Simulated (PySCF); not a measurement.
**Telling isomers of C5H8O2 apart by NMR**

PySCF calculation with GFN2-xTB geometry and shieldings: GIAO PBE0/pcSseg-1; no solvent, equivalent nuclei averaged, one computed conformer, no relativistic terms.

Shifts are taken against calculated references (same method and geometry level): $^{1}$H (31.72 ppm), $^{13}$C (186.93 ppm) vs TMS. Where no couplings were computed, multiplicities follow the n + 1 count of equivalent neighbours, and m marks all less simple cases (inequivalent or close neighbours, rings, F or P nearby). Acid and N–H amide carbonyl carbons lie up to 10 ppm further downfield in solution (hydrogen bonding). Shifts are as computed. Against solution values, carbons near 30 ppm lie about +3 ppm off and those near 130 ppm about +5 ppm. Of 1211 compounds with measured shifts, 218 miss one by over three times the rms of a fit or turn the order of signals round; such compounds aren't used in these exercises. OH and NH positions are gas-phase values without hydrogen bonding to other molecules.

(1) Tabulate the signals of `C/C=C(\C)C(=O)O`, `C=CCC(=O)OC` and their relative energies.

(2) What is the quickest way to tell C/C=C(\C)C(=O)O from C=CCC(=O)OC?

Results:

(1) 
```json
{"SMILES": "C/C=C(\\C)C(=O)O", "carbon types": "2×C 1×CH 2×CH3", "δC": "171.5, 148.1, 133.4, 18.4, 14.6", "δH": "7.33 (q, 1H), 5.81 (br s, 1H), 2.04 (d, 3H), 1.96 (s, 3H)", "E rel. (kcal/mol)": "0.0"}
{"SMILES": "C=CCC(=O)OC", "carbon types": "1×C 1×CH 2×CH2 1×CH3", "δC": "177.2, 142.3, 123.6, 53.1, 46.3", "δH": "6.40 (m, 1H), 5.45 (m, 1H), 5.43 (m, 1H), 3.89 (s, 3H), 3.13 (d, 2H)", "E rel. (kcal/mol)": "17.5"}
```

Energies are electronic energies at PBE0/pcSseg-1 on these geometries, without zero-point or thermal terms, each for the one conformer computed, which needn't be the lowest.

(2) Both give the same number of carbon signals, but DEPT or the intensities differ. The first has an α carbon of a C=C–C=O unit (C) at 133.4 ppm, the second a terminal =CH2 carbon at 123.6 ppm. Their most deshielded carbons lie at 171.5 and 177.2 ppm. In the proton spectra the most deshielded non-exchanging signals are 7.33 (q, 1H) and 6.40 (m, 1H).
